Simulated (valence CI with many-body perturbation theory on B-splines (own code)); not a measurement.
**Tl⁶⁷⁺: calculated level list**

Level of theory: configuration interaction combined with many-body perturbation theory (CI+MBPT): four valence electrons over a frozen Dirac-Fock core [Ne], radial functions for each j: 11 s, 11 p, 10 d, 8 f, 5 g, 2 h, with the one-electron correlation potential Σ1 (screened to all orders), the two-electron term Σ2, the three-electron term Σ3, Breit, model QED; selected single and double excitations, second order for the rest, scaled by the run's own slope (own B-spline code, finite nucleus).

No measured spectrum was set against this ion. As an estimate, large intervals hold to a few tenths of a per cent, small ones and those within an open d or f shell to about a per cent. Among the levels kept, up to 580 cm⁻¹ of a level comes from second order outside the variational space, and about a tenth of that is noise between levels of different J, which matters for small intervals.

Levels 46 to 90 of 164, with energies above the lowest level, (3s^2 3p1/2^2) J=0. "Leading %" is the weight of the configuration and term that name the level; weights of strongly mixed levels are sums over their largest components and can fall short. In the jj column 3d3/2^4 stands for four electrons in 3d with j = 3/2.

```csv
No.,Configuration,Term,J,E (eV),Leading %,g,Second component,Leading jj
46,3s 3p2 3d,5D,4,1631.3,46,1.377,36 % 3s 3p2 3d 5F,3s 3p1/2 3p3/2 3d5/2 (99 %)
47,3s2 3d2,3F,2,1650.1,45,0.838,18 % 3s2 3d2 1D,3s^2 3d3/2^2 (64 %)
48,3s 3p2 3d,3P,2,1655.2,34,1.348,16 % 3s 3p2 3d 5D,3s 3p1/2 3p3/2 3d5/2 (94 %)
49,3s 3p2 3d,3G,5,1657.1,61,1.260,39 % 3s 3p2 3d 5F,3s 3p1/2 3p3/2 3d5/2 (100 %)
50,3s 3p2 3d,3F,3,1665.7,42,1.284,27 % 3s 3p2 3d 5P,3s 3p1/2 3p3/2 3d5/2 (97 %)
51,3s 3p2 3d,3D,3,1677.6,62,1.286,10 % 3s 3p2 3d 5D,3s 3p1/2 3p3/2 3d5/2 (97 %)
52,3s 3p2 3d,3P,1,1678.6,37,1.162,27 % 3s 3p2 3d 3D,3s 3p1/2 3p3/2 3d5/2 (96 %)
53,3s2 3d2,3P,0,1678.8,47,,24 % 3s 3p2 3d 3P,3s^2 3d3/2^2 (70 %)
54,3s 3p2 3d,3F,4,1681.7,42,1.169,34 % 3s 3p2 3d 1G,3s 3p1/2 3p3/2 3d5/2 (94 %)
55,3s 3p2 3d,1D,2,1686.1,34,1.108,14 % 3s 3p2 3d 3F,3s 3p1/2 3p3/2 3d5/2 (90 %)
56,3s 3p2 3d,3D,3,1694.2,36,1.189,22 % 3s 3p2 3d 3F,3s 3p1/2 3p3/2 3d5/2 (90 %)
57,3s 3p2 3d,3F,4,1697.5,48,1.145,29 % 3s 3p2 3d 3G,3s 3p1/2 3p3/2 3d5/2 (89 %)
58,3s 3p2 3d,3D,1,1700.3,38,0.943,23 % 3s 3p2 3d 1P,3s 3p1/2 3p3/2 3d5/2 (91 %)
59,3s 3p2 3d,3P,1,1714.0,27,1.315,27 % 3s 3p2 3d 3S,3s 3p1/2 3p3/2 3d5/2 (91 %)
60,3s 3p2 3d,1F,3,1715.4,37,1.088,30 % 3s 3p2 3d 3F,3s 3p1/2 3p3/2 3d5/2 (86 %)
61,3s 3p2 3d,3D,2,1716.1,19,1.168,16 % 3s 3p2 3d 1D,3s 3p1/2 3p3/2 3d5/2 (79 %)
62,3s 3p2 3d,3P,0,1717.6,48,,41 % 3s 3p2 3d 1S,3s 3p1/2 3p3/2 3d5/2 (88 %)
63,3s 3p2 3d,3D,2,1725.6,33,1.167,27 % 3s 3p2 3d 3P,3s 3p1/2 3p3/2 3d5/2 (96 %)
64,3p3 3d,3D°,2,1748.4,15,0.898,13 % 3p3 3d 3F°,3p1/2^2 3p3/2 3d3/2 (62 %)
65,3s2 3d2,3F,3,1761.8,76,1.074,8 % 3s 3p2 3d 3F,3s^2 3d3/2 3d5/2 (76 %)
66,3p3 3d,3P°,0,1763.8,51,,19 % 3p3 3d 5D°,3p1/2^2 3p3/2 3d3/2 (80 %)
67,3p3 3d,3F°,3,1770.3,22,1.047,18 % 3p3 3d 3G°,3p1/2^2 3p3/2 3d3/2 (81 %)
68,3p3 3d,3D°,1,1770.7,32,1.062,25 % 3p3 3d 3P°,3p1/2^2 3p3/2 3d3/2 (89 %)
69,3s2 3d2,1G,4,1773.0,63,1.063,24 % 3s2 3d2 3F,3s^2 3d3/2 3d5/2 (86 %)
70,3s2 3d2,3P,2,1773.7,39,1.167,22 % 3s2 3d2 1D,3s^2 3d3/2 3d5/2 (78 %)
71,3s 3p 3d2,5G°,2,1774.9,44,0.632,21 % 3s 3p 3d2 3F°,3s 3p1/2 3d3/2^2 (72 %)
72,3s2 3d2,3P,1,1778.6,82,1.474,6 % 3s 3p2 3d 3P,3s^2 3d3/2 3d5/2 (82 %)
73,3s 3p 3d2,5G°,3,1792.6,23,0.994,17 % 3s 3p 3d2 3F°,3s 3p1/2 3d3/2^2 (82 %)
74,3s 3p 3d2,5D°,0,1824.6,44,,37 % 3s 3p 3d2 3P°,3s 3p1/2 3d3/2^2 (80 %)
75,3s 3p 3d2,3D°,1,1827.5,40,0.522,35 % 3s 3p 3d2 5F°,3s 3p1/2 3d3/2^2 (95 %)
76,3s 3p 3d2,3P°,1,1835.0,30,1.346,22 % 3s 3p 3d2 5D°,3s 3p1/2 3d3/2^2 (92 %)
77,3s 3p 3d2,3D°,2,1836.8,27,1.133,19 % 3s 3p 3d2 5F°,3s 3p1/2 3d3/2^2 (87 %)
78,3s 3p3,3P°,2,1862.6,50,1.448,18 % 3s 3p3 5S°,3s 3p3/2^3 (98 %)
79,3s2 3d2,3F,4,1878.5,70,1.172,26 % 3s2 3d2 1G,3s^2 3d5/2^2 (96 %)
80,3p3 3d,3F°,4,1887.9,41,1.221,20 % 3p3 3d 5D°,3p1/2^2 3p3/2 3d5/2 (84 %)
81,3s2 3d2,1D,2,1889.7,46,1.199,45 % 3s2 3d2 3P,3s^2 3d5/2^2 (96 %)
82,3p3 3d,3D°,2,1894.8,21,1.223,15 % 3p3 3d 3P°,3p1/2^2 3p3/2 3d5/2 (67 %)
83,3s 3p 3d2,5G°,3,1897.3,23,1.117,17 % 3s 3p 3d2 5F°,3s 3p1/2 3d3/2 3d5/2 (81 %)
84,3s 3p3,1P°,1,1901.7,36,1.177,24 % 3s 3p3 3D°,3s 3p3/2^3 (98 %)
85,3s 3p 3d2,5D°,1,1909.7,33,1.718,31 % 3s 3p 3d2 5P°,3s 3p1/2 3d3/2 3d5/2 (90 %)
86,3s 3p 3d2,5G°,4,1911.0,40,1.119,18 % 3s 3p 3d2 3G°,3s 3p1/2 3d3/2 3d5/2 (96 %)
87,3s 3p 3d2,5D°,2,1912.2,22,1.225,8 % 3s 3p 3d2 5F°,3s 3p1/2 3d3/2 3d5/2 (76 %)
88,3p3 3d,3D°,3,1917.9,20,1.182,11 % 3p3 3d 1F°,3p1/2^2 3p3/2 3d5/2 (62 %)
89,3s2 3d2,1S,0,1920.0,65,,31 % 3s2 3d2 3P,3s^2 3d5/2^2 (95 %)
90,3p3 3d,3P°,1,1931.0,21,1.203,19 % 3p3 3d 1P°,3p1/2^2 3p3/2 3d5/2 (74 %)
```
